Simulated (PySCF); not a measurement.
## Correlation energy of S (sulfur, neutral)

[Ne] 3s1 3p5, 3s spin antiparallel (an excited configuration). Computed with PySCF 2.14 in aug-cc-pCVTZ-DK with one added diffuse shell each of s, p, d, f type (9s8p6d4f, 91 functions), with the spin-free X2C one-electron Hamiltonian (Gaussian nucleus). Frozen: 1s2; 14 electrons correlated.

MP2 pair energies summed by pair of shells (mhartree):

```csv
pair,energy,share (%)
2p-2p,-182.68,37.2
3p-3p,-142.55,29.1
2s-2p,-56.66,11.5
3s-3p,-48.80,9.9
2p-3p,-34.86,7.1
2s-2s,-9.76,2.0
2p-3s,-8.35,1.7
2s-3p,-5.69,1.2
2s-3s,-1.30,0.3
```

Total MP2 correlation energy: -490.64 mhartree.

Same-spin part -116.86 and opposite-spin part -373.78 mhartree; SCS-MP2 scales them by 1/3 and 6/5 to -487.49 mhartree.
